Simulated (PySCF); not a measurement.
Sb(H)2(OMe) (CH5OSb), SMILES C[O][SbH2].

Coordinates come from a PBE0-D3(BJ)/def2-SVP optimisation. The def2 effective core potentials stand for the cores of Sb; spin–orbit coupling is left out.

These are TDA-CAM-B3LYP/def2-SVPD in PySCF values and carry that method's errors.

Vertical excitations. Isolated molecule, no solvent. State labels are in the subgroup Cs.

```
state  symmetry  energy (eV)  λ (nm)      f                                              main pairs
-----  --------  -----------  ------  -----  ------------------------------------------------------
S1           A"         5.38     230  0.000                                        HOMO−1→LUMO 96 %
S2           A'         5.42     229  0.035                                          HOMO→LUMO 93 %
S3           A'         6.44     193  0.065                    HOMO−2→LUMO 79 %, HOMO−1→LUMO+2 13 %
S4           A'         6.79     183  0.186                                        HOMO→LUMO+1 91 %
S5           A"         6.84     181  0.069                      HOMO→LUMO+2 66 %, HOMO−3→LUMO 19 %
S6           A'         7.08     175  0.059                                      HOMO−1→LUMO+2 77 %
S7           A"         7.14     174  0.040                    HOMO−1→LUMO+1 76 %, HOMO−3→LUMO 19 %
S8           A"         7.37     168  0.072  HOMO−2→LUMO+2 40 %, HOMO−3→LUMO 36 %, HOMO→LUMO+2 15 %
S9           A"         7.68     162  0.094  HOMO−2→LUMO+2 57 %, HOMO−3→LUMO 23 %, HOMO→LUMO+2 10 %
S10          A"         8.15     152  0.000                                      HOMO−1→LUMO+3 93 %
T1           A'         4.39     282      0                                          HOMO→LUMO 96 %
T2           A"         4.95     251      0                                        HOMO−1→LUMO 93 %
T3           A"         5.28     235      0                                        HOMO→LUMO+2 93 %
T4           A'         5.67     219      0                                        HOMO−2→LUMO 92 %
```
Triplets are in the Tamm–Dancoff approximation.
